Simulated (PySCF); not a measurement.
Two-component Hartree-Fock for La³⁰⁺ (lanthanum, charge +30)

Start: [Ar] 3d9; 3d3/2 filled at m_j = -3/2, -1/2, +1/2, +3/2; 3d5/2 filled at m_j = -3/2, -1/2, +1/2, +3/2, +5/2. Calculated with PySCF 2.14 in an even-tempered Gaussian basis (16 s from 4.9 bohr⁻², ratio 2.8; 12 p from 6.4 bohr⁻², ratio 2.8; 8 d from 6.4 bohr⁻², ratio 2.8; 3 f from 26 bohr⁻², ratio 3): generalised Hartree-Fock with the X2C-1e Hamiltonian and a Gaussian nucleus; one run each with spin-orbit coupling (SO) switched off, then screened by Boettger's factors.

```
spinor shell  electrons  ε, spin-free (eV)  ε, screened SO (eV)  weight of nominal j (screened SO)  rms radius, screened SO (bohr)
       1s1/2          2           -40256.5             -40251.4                              1.000                          0.0286
       2s1/2          2            -7436.0              -7434.2                              1.000                           0.116
       2p1/2          2            -6777.5              -7069.2                              1.000                          0.0998
       2p3/2          4            -6777.5              -6647.8                              1.000                           0.105
       3s1/2          2            -2410.6              -2410.1                              1.000                           0.297
       3p1/2          2            -2194.5              -2258.3                              0.999                           0.288
       3d3/2          4            -1900.5              -1912.4                              0.985                           0.267
       3d5/2          5            -1900.5              -1892.0                              0.988                           0.270
```

(1) Where does 3p3/2 lie, and what is the 3p spin-orbit splitting (screened SO)?

```csv
quantity,spin-free,screened SO
E (hartree),-7986.22329,-7989.84278
M_J,5/2,5/2
⟨J²⟩,8.750,8.750
⟨L²⟩,6.000,6.020
⟨S²⟩,0.750,0.769
```

Each row is a mean over spinors that exchange with the open shell spreads, by up to 19.992 eV (3p3/2).

Breit and QED terms are absent; they matter most for the inner s and p1/2 levels.

Densities and radii are taken from the X2C orbitals without a picture-change correction, which distorts them close to the nucleus.

Without spin-orbit coupling the j labels of p, d and f shells carry no meaning; the spin-free column gives the mean over the occupied spinors of each nl shell.

Answers

(1) At -2165.8 eV, 92.504 eV above 3p1/2.
